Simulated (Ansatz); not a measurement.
`CC(C)O[SiH3]` → `CCO[SiH3]` + `[CH2]` (triplet) at 600 K and 1 bar (formal loss of a carbene).

Program: Ansatz. Geometries: PBE0-D4/def2-TZVP. ΔE: electronic, gas phase. CCSD(T)/CBS is the MP2 limit (def2-TZVPP, def2-QZVPP) plus CCSD(T) − MP2 in def2-TZVPP, frozen cores. This one scheme is used for every species. Triplets are unrestricted, without spin–orbit coupling. One conformer a species, not always the lowest.

```csv
species,CCSD(T)/CBS energy (Eh),H − E (kJ/mol),S (J/(mol·K))
`CC(C)O[SiH3]`,-484.46277,395.9,471.5
`CCO[SiH3]`,-445.19614,309.5,418.6
`[CH2]` (triplet),-39.09499,66.5,220.8
```

H − E and S are ideal-gas, rigid-rotor, harmonic terms from PBE0-D4/def2-TZVP, for one conformer and one mirror image of each species, with the whole ground term of open shells counted as degenerate. 1 Eh = 2625.50 kJ/mol, R = 8.31446 J/(mol·K).

By hand: ΔE, ΔH, ΔS and ΔG.

ΔE = (-445.19614) + (-39.09499) − (-484.46277) = 0.17164 Eh = 450.6 kJ/mol. Δ(H − E) = 309.5 + 66.5 − 395.9 = -19.9, so ΔH = 430.7 kJ/mol. ΔS = 418.6 + 220.8 − 471.5 = 167.9 J/(mol·K). ΔG = 430.7 − 600 × (167.9)/1000 = 330.0 kJ/mol.

By hand: the equilibrium constant, and the temperature at which ΔG would vanish if ΔH and ΔS stayed fixed.

log₁₀ K = −ΔG/(RT ln 10) = -28.7. ΔG = 0 at ΔH/ΔS = 2565 K, far beyond where these terms or the molecules hold.

The number of gas molecules changes by +1, which sets the sign of ΔS. A doubt of 5 kJ/mol in ΔE shifts log₁₀ K by 0.4 here. Other conformers and mirror images would add mixing entropy, several J/(mol·K) or more a flexible species. Modes under 60 cm⁻¹, often nearly free rotors, make the harmonic entropy too high. A triplet takes part, so the spin changes. These are equilibria of isolated gas molecules and say nothing of rates. Largest T1 diagnostic: 0.011 (customary marks: 0.02 for closed shells, 0.045 for open ones).
